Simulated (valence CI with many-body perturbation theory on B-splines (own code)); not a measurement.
E1 transitions of Er LVI

Calculated by valence CI with perturbative core correlation (CI+MBPT): three valence electrons over a frozen Dirac-Fock core [Ne], a basis of 11 s, 11 p, 10 d, 8 f, 5 g, 2 h functions for each j, with the one-electron correlation potential Σ1 (screened to all orders), the two-electron term Σ2, the three-electron term Σ3, Breit, model QED; selected single and double excitations, second order for the rest, scaled by the run's own slope (own B-spline code, finite nucleus).

No measured spectrum was set against this ion. As an estimate, large intervals hold to a few tenths of a per cent, small ones and those within an open d or f shell to about a per cent.

Lines 201 to 250 of 588 in falling wavelength, among levels below 2664.7 eV, chosen from the strongest by gf and those to the six lowest levels. Wavelengths and rates use the calculated energies. Electric multipoles are in the length gauge with retardation, E1 and E2 with the static RPA response of the core. Weak lines are less certain than strong ones. Lines between different terms over intervals too small for the method are left out, as are lines whose strength nearly cancels. The highest levels of a list are the least certain.

Levels are named by their leading jj configuration (3d3/2^4 stands for four electrons in 3d with j = 3/2), which in mixed levels can hold well under half, so a name can repeat and another be missing. Letters in brackets count levels of one name in rising energy.

| λ vac (Å) | Upper | Lower | A (s⁻¹) | log gf | Branch % |
| --- | --- | --- | --- | --- | --- |
| 46.58 | (3d5/2^3) J=9/2 | (3p3/2 3d5/2^2) J=11/2 | 2.66e+10 | -1.06 | 5.0 |
| 46.52 | (3s 3p1/2 3d5/2) J=5/2 [b] | (3s 3p1/2 3p3/2) J=5/2 | 5.47e+10 | -0.97 | 30.9 |
| 46.49 | (3p3/2 3d3/2 3d5/2) J=5/2 [d] | (3p3/2^2 3d3/2) J=7/2 | 5.56e+10 | -0.97 | 3.0 |
| 46.34 | (3d3/2 3d5/2^2) J=9/2 | (3p3/2 3d3/2 3d5/2) J=9/2 [a] | 1.18e+11 | -0.42 | 10.5 |
| 46.08 | (3d3/2 3d5/2^2) J=5/2 [b] | (3p3/2 3d3/2 3d5/2) J=5/2 [b] | 1.02e+11 | -0.71 | 8.5 |
| 46.03 | (3s 3d5/2^2) J=5/2 | (3s 3p3/2 3d5/2) J=5/2 [a] | 2.95e+11 | -0.25 | 52.5 |
| 45.70 | (3s 3d5/2^2) J=3/2 | (3s 3p3/2 3d5/2) J=3/2 [a] | 1.54e+11 | -0.71 | 23.2 |
| 45.70 | (3s 3p1/2 3d5/2) J=3/2 | (3s 3p1/2 3p3/2) J=5/2 | 1.98e+10 | -1.60 | 4.2 |
| 45.50 | (3d5/2^3) J=3/2 | (3p3/2 3d5/2^2) J=5/2 [a] | 1.86e+11 | -0.64 | 27.3 |
| 45.24 | (3s 3d3/2 3d5/2) J=7/2 [b] | (3s 3p3/2 3d3/2) J=7/2 | 5.08e+10 | -0.90 | 4.8 |
| 44.91 | (3s 3d5/2^2) J=7/2 | (3s 3p3/2 3d5/2) J=5/2 [a] | 4.04e+10 | -1.01 | 7.7 |
| 44.73 | (3s 3d3/2 3d5/2) J=5/2 [b] | (3s 3p3/2 3d3/2) J=5/2 [a] | 7.15e+10 | -0.89 | 4.3 |
| 44.72 | (3s 3p3/2 3d5/2) J=7/2 [b] | (3s 3p3/2^2) J=5/2 | 2.15e+11 | -0.29 | 17.9 |
| 44.62 | (3s 3d5/2^2) J=9/2 | (3s 3p3/2 3d5/2) J=9/2 | 1.35e+11 | -0.39 | 28.3 |
| 44.15 | (3p3/2 3d5/2^2) J=7/2 [b] | (3p3/2^2 3d5/2) J=7/2 | 1.90e+11 | -0.35 | 13.7 |
| 43.89 | (3d5/2^3) J=5/2 | (3p3/2 3d5/2^2) J=7/2 [a] | 7.13e+10 | -0.91 | 10.2 |
| 43.89 | (3s 3p1/2 3d5/2) J=5/2 [b] | (3s 3p1/2 3p3/2) J=3/2 [a] | 6.14e+09 | -1.97 | 3.5 |
| 43.41 | (3p3/2 3d5/2^2) J=3/2 [b] | (3p3/2^2 3d5/2) J=1/2 | 1.32e+11 | -0.83 | 8.4 |
| 43.39 | (3p3/2 3d5/2^2) J=9/2 | (3p3/2^2 3d3/2) J=7/2 | 3.26e+10 | -1.04 | 2.8 |
| 43.15 | (3s 3p1/2 3d5/2) J=3/2 | (3s 3p1/2 3p3/2) J=3/2 [a] | 4.52e+10 | -1.30 | 9.5 |
| 39.06 | (3p3/2^2 3d3/2) J=7/2 | (3s 3p3/2 3d5/2) J=5/2 [b] | 5.99e+10 | -0.96 | 2.3 |
| 36.14 | (3p3/2 3d3/2^2) J=7/2 | (3s 3d3/2 3d5/2) J=5/2 [a] | 5.51e+10 | -1.06 | 2.3 |
| 35.69 | (3p3/2^2 3d3/2) J=5/2 | (3s 3p3/2 3d5/2) J=3/2 [a] | 7.86e+10 | -1.05 | 2.9 |
| 35.31 | (3p3/2^2 3d5/2) J=7/2 | (3s 3p3/2 3d5/2) J=5/2 [b] | 2.91e+11 | -0.36 | 15.8 |
| 34.37 | (3p3/2 3d3/2 3d5/2) J=5/2 [d] | (3s 3d5/2^2) J=5/2 | 8.85e+10 | -1.03 | 4.7 |
| 34.32 | (3p3/2 3d3/2 3d5/2) J=7/2 [a] | (3s 3d3/2 3d5/2) J=7/2 [b] | 9.16e+10 | -0.89 | 5.3 |
| 34.31 | (3p3/2 3d3/2 3d5/2) J=9/2 [b] | (3s 3d5/2^2) J=9/2 | 1.06e+11 | -0.73 | 6.0 |
| 34.16 | (3s 3p1/2 3p3/2) J=3/2 [a] | (3s^2 3p1/2) J=1/2 | 4.99e+09 | -2.46 | 75.0 |
| 34.07 | (3p3/2 3d5/2^2) J=5/2 [a] | (3s 3d5/2^2) J=3/2 | 2.70e+11 | -0.55 | 21.6 |
| 33.85 | (3p3/2^2 3d5/2) J=1/2 | (3s 3p3/2 3d5/2) J=3/2 [b] | 5.50e+11 | -0.72 | 26.0 |
| 33.52 | (3s 3p3/2 3d5/2) J=5/2 [a] | (3s^2 3d5/2) J=5/2 | 2.26e+11 | -0.64 | 44.8 |
| 33.50 | (3p3/2 3d5/2^2) J=5/2 [a] | (3s 3d5/2^2) J=7/2 | 2.27e+11 | -0.64 | 18.1 |
| 33.48 | (3p3/2^2 3d5/2) J=9/2 | (3s 3p3/2 3d5/2) J=7/2 [b] | 9.20e+11 | 0.19 | 54.8 |
| 33.45 | (3p3/2 3d5/2^2) J=7/2 [a] | (3s 3d5/2^2) J=7/2 | 1.63e+11 | -0.66 | 15.8 |
| 33.39 | (3p3/2 3d3/2 3d5/2) J=3/2 [a] | (3s 3d3/2 3d5/2) J=3/2 [b] | 2.38e+11 | -0.80 | 11.7 |
| 33.36 | (3p3/2^2 3d5/2) J=7/2 | (3s 3p3/2 3d5/2) J=7/2 [b] | 1.99e+11 | -0.58 | 10.8 |
| 33.36 | (3p3/2^2 3d3/2) J=1/2 | (3s 3p3/2 3d3/2) J=1/2 [b] | 7.20e+11 | -0.62 | 25.1 |
| 33.24 | (3p3/2^2 3d3/2) J=5/2 | (3s 3p3/2 3d3/2) J=5/2 [b] | 8.89e+10 | -1.05 | 3.3 |
| 33.23 | (3p3/2 3d5/2^2) J=9/2 | (3s 3d5/2^2) J=7/2 | 2.25e+11 | -0.43 | 19.2 |
| 33.06 | (3p3/2 3d3/2 3d5/2) J=5/2 [b] | (3s 3d3/2 3d5/2) J=5/2 [b] | 3.71e+11 | -0.44 | 19.2 |
| 33.06 | (3s 3p3/2^2) J=5/2 | (3s^2 3p3/2) J=3/2 | 3.87e+11 | -0.42 | 100.0 |
| 33.05 | (3p1/2 3p3/2 3d5/2) J=3/2 [a] | (3s 3p1/2 3d5/2) J=3/2 | 4.06e+11 | -0.57 | 46.0 |
| 32.90 | (3p3/2 3d5/2^2) J=5/2 [a] | (3s 3d5/2^2) J=5/2 | 2.72e+11 | -0.58 | 21.8 |
| 32.89 | (3p3/2 3d3/2 3d5/2) J=11/2 | (3s 3d3/2 3d5/2) J=9/2 | 9.91e+11 | 0.29 | 75.3 |
| 32.86 | (3p1/2 3p3/2^2) J=3/2 | (3s 3p1/2 3p3/2) J=1/2 | 6.31e+11 | -0.39 | 37.6 |
| 32.86 | (3p3/2 3d5/2^2) J=7/2 [a] | (3s 3d5/2^2) J=5/2 | 5.67e+11 | -0.13 | 55.1 |
| 32.81 | (3p3/2^2 3d3/2) J=7/2 | (3s 3p3/2 3d3/2) J=5/2 [b] | 1.29e+12 | 0.22 | 50.0 |
| 32.75 | (3s 3p3/2 3d5/2) J=7/2 [a] | (3s^2 3d5/2) J=5/2 | 9.27e+10 | -0.92 | 24.6 |
| 32.74 | (3p3/2 3d5/2^2) J=11/2 | (3s 3d5/2^2) J=9/2 | 7.03e+11 | 0.13 | 81.5 |
| 32.73 | (3p3/2 3d3/2 3d5/2) J=7/2 [b] | (3s 3d3/2 3d5/2) J=7/2 [b] | 4.13e+11 | -0.28 | 24.0 |

(1) How does gf follow from A for the line at 34.16 Å?

Results:

(1) gf = 1.4992 × (2J+1)_upper × A / σ², with σ = 2927749 cm⁻¹ and 2J+1 = 4: gf = 0.00349.
